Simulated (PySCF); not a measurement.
Species: C₇H₁₅P.
Cartesian coordinates in Å at the PBE0-D3(BJ)/def2-SVP level; atoms count from 1:
```
atom  x, y, z in Å
C1     3.670   -0.597    0.107
C2     2.885   -0.888   -1.126
C3     1.670   -0.425   -1.463
P4     0.603    0.792   -0.635
C5    -0.892   -0.277   -0.230
C6    -0.545   -1.523    0.571
C7    -1.966    0.567    0.463
C8    -2.551    1.684   -0.387
H9     4.621   -0.097   -0.142
H10    3.938   -1.532    0.626
H11    3.125    0.044    0.814
H12    3.373   -1.564   -1.841
H13    1.262   -0.750   -2.429
H14    1.180    0.766    0.672
H15   -1.282   -0.582   -1.220
H16   -1.434   -2.161    0.712
H17   -0.170   -1.250    1.571
H18    0.232   -2.123    0.076
H19   -2.775   -0.114    0.782
H20   -1.548    0.982    1.399
H21   -3.330    2.235    0.163
H22   -1.779    2.406   -0.694
H23   -3.010    1.283   -1.305
```

Theory: PySCF, TDDFT B3LYP/def2-SVPD, vertical, gas phase, core orbitals frozen in the response.

Ground-to-excited transition dipoles (e·a0, same axes as the geometry; the sign carries no meaning), for the states with f of 0.002 or more among the lowest 7:

| state | E (eV) | μx | μy | μz |
| --- | --- | --- | --- | --- |
| S1 | 5.368 | 1.290 | -0.470 | -0.185 |
| S2 | 5.745 | -0.248 | 0.194 | -0.239 |
| S3 | 5.938 | 0.085 | -0.148 | -0.050 |
| S4 | 6.055 | -0.119 | -0.042 | -0.155 |
| S5 | 6.276 | -0.146 | -0.305 | -0.119 |
| S6 | 6.558 | 0.207 | -0.156 | -0.039 |
| S7 | 6.728 | 0.522 | 0.309 | -0.285 |

Task: Work out the oscillator strengths.

Result: f = (2/3) ΔE |μ|² with ΔE in hartree (27.2114 eV).

```
state  |μ|² (au)  |μ| (D)      f
   S1      1.920     3.52  0.252
   S2      0.156     1.01  0.022
   S3      0.032     0.45  0.005
   S4      0.040     0.51  0.006
   S5      0.129     0.91  0.020
   S6      0.069     0.67  0.011
   S7      0.449     1.70  0.074
```

Task: What angle do the transition dipoles of S2 and S5 make?

Result: |cos θ| = |μa·μb| / (|μa| |μb|) = 0.04, so θ ≈ 88° (taken between 0 and 90°, since the signs are arbitrary).

Task: What peak molar absorption coefficient would the strongest computed level give as a lone Gaussian band 0.5 eV wide at half height?

Result: ε(max) = 2.175×10⁸ f / FWHM, with the width in cm⁻¹. S1: 2.175×10⁸ × 0.2525 / 4033 ≈ 14000 L mol⁻¹ cm⁻¹.

The vertical ionisation energy (ΔSCF) is 8.02 eV, 1.29 eV above S7.

One conformer stands for the species.
